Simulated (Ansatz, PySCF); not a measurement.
This PySCF input computes a BLYP/def2-TZVPD energy:

```python
from pyscf import gto, scf, dft

mol = gto.M(
    atom='''
    Si    0.00979753   -0.01619601   -0.06718725
    O    -0.81622945   -1.24056916   -0.73562145
    O     1.64996800   -0.06905658   -0.04982133
    N    -0.50975164    1.44961774   -0.74579920
    N    -0.38979829   -0.28436876    1.59262638
    H     2.10222454   -0.14537880   -0.89288046
    H     0.01551723    2.30620861   -0.70240798
    H    -1.42444543    1.56074481   -1.14874553
    H    -1.34964712   -0.23357815    1.89877355
    H     0.14612652   -0.94098940    2.14163412
    ''',
    basis='def2-tzvpd',
    charge=0,
    spin=1,
    verbose=4,
)

mf = dft.UKS(mol, xc='blyp').density_fit(auxbasis='def2-universal-jkfit')
mf.grids.level = 3
mf.conv_tol = 1e-9
mf.max_cycle = 100
mf.max_memory = 1500
mf.kernel()
if not mf.converged:
    mf = mf.newton()
    mf.kernel(mf.make_rdm1())
for _ in range(2):
    mo, _, stable, _ = mf.stability(return_status=True)
    if stable:
        break
    mf.kernel(mf.make_rdm1(mo, mf.mo_occ))
mf.analyze()
```

Problem. Write an input for the same energy in Ansatz (an electronic-structure program) and say what it gives.

Solution. 
Ansatz 0.2 input:
```yaml
crystal:
  periodic: [false, false, false]
  atoms:
    - {symbol: Si, position_ang: [0.00979753, -0.01619601, -0.06718725]}
    - {symbol: O, position_ang: [-0.81622945, -1.24056916, -0.73562145]}
    - {symbol: O, position_ang: [1.64996800, -0.06905658, -0.04982133]}
    - {symbol: N, position_ang: [-0.50975164, 1.44961774, -0.74579920]}
    - {symbol: N, position_ang: [-0.38979829, -0.28436876, 1.59262638]}
    - {symbol: H, position_ang: [2.10222454, -0.14537880, -0.89288046]}
    - {symbol: H, position_ang: [0.01551723, 2.30620861, -0.70240798]}
    - {symbol: H, position_ang: [-1.42444543, 1.56074481, -1.14874553]}
    - {symbol: H, position_ang: [-1.34964712, -0.23357815, 1.89877355]}
    - {symbol: H, position_ang: [0.14612652, -0.94098940, 2.14163412]}
basis:
  gaussian:
    orbitals: def2-TZVPD
hamiltonian:
  xc: {name: BLYP}
magnetization: {spin_polarized: true, initial_magnetization: 1}
output: {forces: true}
```
It gives -552.63068 Eh, and PySCF -552.63081 Eh, a difference of 0.13 mEh, from the treatment of integrals and grids.

It need not be the lowest isomer of its formula.
